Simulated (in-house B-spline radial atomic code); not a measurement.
**Two electrons outside the [Ar] 3d10 4s2 core: Sr⁶⁺**

Computed with a B-spline radial code for spherical atoms: configuration interaction (CI) of the two valence electrons in the field of the frozen Dirac-Fock core, alone and with many-body perturbation theory for the core (screened one- and two-electron correlation potentials), Breit and QED terms; no-pair Dirac Hamiltonian, finite nucleus. Labels give the configuration (outer n counted up each series) and the leading LS term, or the jj pair where no LS term holds 70 %.

The outer s² shell of this core is soft: its mixing with p² is only treated to second order, so levels can be several per cent off.

Excitation energies (cm⁻¹):

```json
{"level": "4p2 3P0", "purity of the LS term": "0.948", "CI alone": "0", "CI + MBPT + Breit + QED": "0", "Landé g of the LS mixture": "-"}
{"level": "4p2 3P1", "purity of the LS term": "1.0", "CI alone": "6910", "CI + MBPT + Breit + QED": "6830", "Landé g of the LS mixture": "1.50"}
{"level": "4p2 3P2", "purity of the LS term": "0.81", "CI alone": "12845", "CI + MBPT + Breit + QED": "12269", "Landé g of the LS mixture": "1.41"}
{"level": "4p2 1D2", "purity of the LS term": "0.809", "CI alone": "?", "CI + MBPT + Breit + QED": "?", "Landé g of the LS mixture": "?"}
{"level": "4p2 1S0", "purity of the LS term": "0.948", "CI alone": "?", "CI + MBPT + Breit + QED": "?", "Landé g of the LS mixture": "?"}
```

Task: Where does 4p2 1S0 lie?

Result: 51286 cm⁻¹ in CI alone and 52273 cm⁻¹ with all corrections.

Task: Where does 4p2 1D2 lie?

Result: 29615 cm⁻¹ in CI alone and 27104 cm⁻¹ with all corrections; g = 1.10.

Task: What is the first ionisation energy?

Result: 105.05 eV to the 4p1/2 state of the next ion (103.86 eV from CI alone). NIST lists 104 ± 2 eV (tabulated theory).
